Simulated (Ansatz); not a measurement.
# Telling isomers of GeH6PSi+ apart by their spectra

These gas-phase data were calculated for one isomer of GeH6PSi+ at PBE-D3(BJ)/def2-SVP (harmonic, unscaled wavenumbers; equilibrium rotational constants with average atomic masses):

| Property | Result |
| --- | --- |
| rotational constants | 10.17, 1.209, 1.117 GHz |
| all wavenumbers above 1500 cm⁻¹ | 2414, 2385, 2241, 2240, 2202, 1886 |

Candidates:

(1) `[SiH3][Ge][PH3+]`, a singlet
(2) `[SiH3][PH2+][GeH]`, a singlet

Problem. Which structure fits?

Solution. Candidate (2). 2 modes lie between 2250 and 2520 cm⁻¹, one for each P–H bond, while (1) has 3.

The same quantities for all candidates:

```tsv
	rotational constants (GHz)	wavenumbers above 1500 cm⁻¹	E above the lowest, PBE-D3(BJ)/def2-SVP (kcal/mol)
(1)	4.002, 2.42, 1.559	2424, 2416, 2381, 2216, 2163, 2109	4.2
(2)	10.17, 1.209, 1.117	2414, 2385, 2241, 2240, 2202, 1886	0.0
```

Harmonic stretches to hydrogen usually lie a few per cent above observed fundamentals. Each candidate is one conformer. Programs: Ansatz 0.2.0.
